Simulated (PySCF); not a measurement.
BaHO, SMILES [OH][Ba], multiplicity 2.

The structure is a stationary point at PBE-D3(BJ)/def2-TZVPD. The def2 effective core potentials stand for the cores of Ba; spin–orbit coupling is left out.

Two levels are set side by side: PBE/def2-TZVPD (PySCF) and ωB97X/def2-TZVPD (PySCF). Same geometry, gas phase. Differences are taken from unrounded values.

```json
[
 {"quantity": "α-spin orbital gap (eV)", "ωB97X": "4.68", "PBE": "1.46", "PBE minus ωB97X": "-3.22"},
 {"quantity": "β-spin orbital gap (eV)", "ωB97X": "11.86", "PBE": "4.17", "PBE minus ωB97X": "-7.69"},
 {"quantity": "dipole moment (D)", "ωB97X": "0.69", "PBE": "1.26", "PBE minus ωB97X": "0.57"},
 {"quantity": "mean polarisability (bohr³)", "ωB97X": "363.2", "PBE": "291.3", "PBE minus ωB97X": "-71.9"}
]
```

Rough cost on one machine, each run with all the roots and properties that it gave: ωB97X against PBE within a factor of 2.
